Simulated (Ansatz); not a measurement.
System: SiCl, charge 1, singlet. SiCl+ (parent SMILES [Si]Cl, singlet).
B3LYP-D3(BJ)/def2-TZVP minimum from Ansatz (an electronic-structure program):
```
Si
Cl 1 1.9654
```
Charge +1, spin multiplicity 1.

Total energies in cc-pV(5+d)Z, 10 correlated electrons, 10 frozen orbitals. UHF or UKS for unpaired electrons; spin-orbit terms are left out. Cores are frozen in correlated methods. No relativity.

| method | program | energy (Eh) | minus CCSDT(Q) (mEh) |
|---|---|---|---|
| HF | Ansatz | -748.20458 | 330.25 |
| MP2 | Ansatz | -748.49563 | 39.19 |
| CCSD | Ansatz | -748.51680 | 18.03 |
| CCSD(T) | Ansatz | -748.53312 | 1.71 |
| CCSDT(Q) | Ansatz | -748.53483 | 0.00 |

Rough core times of Ansatz's runs on a shared machine: CCSD(T) 40 s, CCSDT(Q) 30 min.
